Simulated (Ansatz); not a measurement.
```yaml
crystal:
  periodic: [false, false, false]
  atoms:
    - {symbol: C, position_ang: [-2.832539, -0.405696, 0.224713]}
    - {symbol: Al, position_ang: [-1.120338, -0.862778, 1.018949]}
    - {symbol: O, position_ang: [0.275524, -0.673196, 0.091212]}
    - {symbol: Si, position_ang: [1.697257, -0.455034, -0.671117]}
    - {symbol: Ga, position_ang: [2.542513, 1.793804, -0.402558]}
    - {symbol: H, position_ang: [-2.847183, 0.641500, -0.094462]}
    - {symbol: H, position_ang: [-3.666459, -0.558258, 0.914177]}
    - {symbol: H, position_ang: [-3.021672, -1.006542, -0.670617]}
    - {symbol: H, position_ang: [-0.926618, -1.406827, 2.493384]}
    - {symbol: H, position_ang: [2.706539, -1.432074, -0.158760]}
    - {symbol: H, position_ang: [1.535684, -0.758209, -2.126253]}
    - {symbol: H, position_ang: [3.897698, 2.252544, -1.063842]}
    - {symbol: H, position_ang: [1.759585, 2.870776, 0.445175]}
basis:
  gaussian: {orbitals: 6-31G, nuclear_model: gaussian}
hamiltonian: {xc: {name: HF}}
correlation: {method: mp2, frozen_orbitals: {C: 0}}
accuracy: high
```

```sh
$ ansatz run in.yaml --threads 2 --pin off --events-out ev --progress --plain --max-ram 22528MiB --backend cpu
```

Output, abridged:

```
Functional definition: HF
Error: "frozen_orbitals" has no count for Al
```

What is wrong with this run?

Frozen orbitals are typed for one element alone, and the program wants a count for each. The program refused the input.
